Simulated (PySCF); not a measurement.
Electronic structure of B⁺ (boron, charge +1) at the UHF level

Configuration: [He] 2s1 3d1, high-spin 3D determinant (an excited configuration). Computed with PySCF 2.14 in aug-cc-pV5Z (7s6p5d4f3g2h, 127 functions), with the non-relativistic Hamiltonian (point nucleus).

- Total energy: -23.605805 hartree
- One-electron energy: -28.6788 hartree
- Hartree (Coulomb) energy: 8.4054 hartree
- Exchange energy: -3.3324 hartree
- Kinetic energy: 23.61098 hartree
- ⟨S²⟩: 2.0000
- ⟨L²⟩: 6.000
- Sum of ⟨r⟩: 7.172 bohr
- Sum of ⟨r²⟩: 30.55 bohr²
- Traceless quadrupole moment −½Σ⟨3z² − r²⟩ along its main axis: 7.72 e·bohr²
- Density at the nucleus (Gaussians lack the cusp): 70.6 bohr⁻³
- Spin density at the nucleus: 2.48 bohr⁻³
- Langevin diamagnetic susceptibility: -24.2 ×10⁻⁶ cm³/mol

```tsv
shell	electrons	mean orbital energy (hartree)	rms radius, mean of both spins (bohr)
1s α	1	-8.60357	0.377
1s β	1	-8.54075	0.377
2s α	1	-1.15850	1.79
3d α	1	-0.22998	5.20
```

The outer electron is Rydberg-like, and this basis confines it to a smaller radius and binds it less than a complete one would.

Spin-orbit constants ζ (cm⁻¹) from the X2C one-electron operator on these orbitals (non-relativistic here): bare nucleus, nucleus screened by l(l+1)(2l+1)/3 electrons, and screened by the Breit-Pauli mean field of the electrons.

```json
{"shell": "3d", "bare": "0.7855", "screened nucleus": "0.3142", "mean field": "0.2856"}
```

To first order the Landé constant is A = 0.1428 cm⁻¹, so the lowest level has J = 1 and lies 5.31e-05 eV below the centre of the term. This holds in LS coupling only.
